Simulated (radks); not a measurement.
Successive ionisation energies (eV) of one element, from differences of total energies of ions in their ground configurations, starting at charge 22: 651.25, 697.72, 745.26, 806.42, 856.98, 908.60, 961.26, 1014.9, 1069.6, 1125.2, 1408.9, 1462.7, 1517.0, 1571.7, 1626.7, 1696.7, 1753.8, 1811.4, 1869.3, 1927.6, 2206.8, 2264.5. All-electron calculation, scalar-relativistic Kohn-Sham, exchange-only LDA, spin-polarised, spherical densities, point nucleus; open shells are filled with parallel spins first (spin-orbit coupling, left out, can overturn this in heavy ions). Program: a radial shooting solver on a logarithmic mesh with Libxc functionals. Which element is it?

Answer. Platinum (Z = 78). The first species listed is Pt22+ in [Kr] 4d10 4f10, the last Pt43+ in [Ar] 3d10 4s2 4p5.
